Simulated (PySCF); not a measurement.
**29Si chemical shifts**

Computed data (PySCF): σ from GIAO-PBE0/pcSseg-1, geometry from GFN2-xTB. Isolated molecule, one computed conformer, rapidly exchanging positions averaged, no relativistic terms.

Shieldings were converted by a linear fit to measured shifts: 29Si (scatter 8.9 ppm rms, 25.8 ppm with the 6 outliers that the fit left out vs TMS, solution or neat liquid). Occasional misses reach two or three times the rms, and more in compound classes unlike the fitted ones.

Question: Give the 29Si shifts of `Cl[SiH2]SC1C[SiH2]C1`, `O=CN1[SiH2]N[SiH2]CN[Si@@H]1O`, `Cl[Si@H]1CCS[SiH2]C1`, `[SiH3]SC[SiH2]/C=C\Cl`, `C/C=C\[Si@@H](C#N)C=O`.

Answer: 
```csv
compound,environment,δ (ppm)
[Cl:1][SiH2:2][S:3][CH:4]1[CH2:5][SiH2:6][CH2:7]1,"Si2: silicon bonded to Cl, S, 2 H",-16.7
[Cl:1][SiH2:2][S:3][CH:4]1[CH2:5][SiH2:6][CH2:7]1,"Si6: silicon bonded to 2 C, 2 H, in a 4-membered ring",-46.2
[O:1]=[CH:2][N:3]1[SiH2:4][NH:5][SiH2:6][CH2:7][NH:8][Si@@H:9]1[OH:10],"Si4: silicon bonded to 2 N, 2 H, in a 7-membered ring",-31.1
[O:1]=[CH:2][N:3]1[SiH2:4][NH:5][SiH2:6][CH2:7][NH:8][Si@@H:9]1[OH:10],"Si6: silicon bonded to C, N, 2 H, in a 7-membered ring",-34.9
[O:1]=[CH:2][N:3]1[SiH2:4][NH:5][SiH2:6][CH2:7][NH:8][Si@@H:9]1[OH:10],"Si9: silicon bonded to 2 N, O, H, in a 7-membered ring",-35.4
[Cl:1][Si@H:2]1[CH2:3][CH2:4][S:5][SiH2:6][CH2:7]1,"Si2: silicon bonded to 2 C, Cl, H, in a 6-membered ring",-3.5
[Cl:1][Si@H:2]1[CH2:3][CH2:4][S:5][SiH2:6][CH2:7]1,"Si6: silicon bonded to C, S, 2 H, in a 6-membered ring",-32.2
[SiH3:1][S:2][CH2:3][SiH2:4]/[CH:5]=[CH:6]\[Cl:7],"Si1: silicon bonded to S, 3 H",-51.1
[SiH3:1][S:2][CH2:3][SiH2:4]/[CH:5]=[CH:6]\[Cl:7],"Si4: silicon bonded to 2 C, 2 H",-57.9
C/C=C\[Si@@H](C#N)C=O,"silicon bonded to 3 C, H",-77.3
```
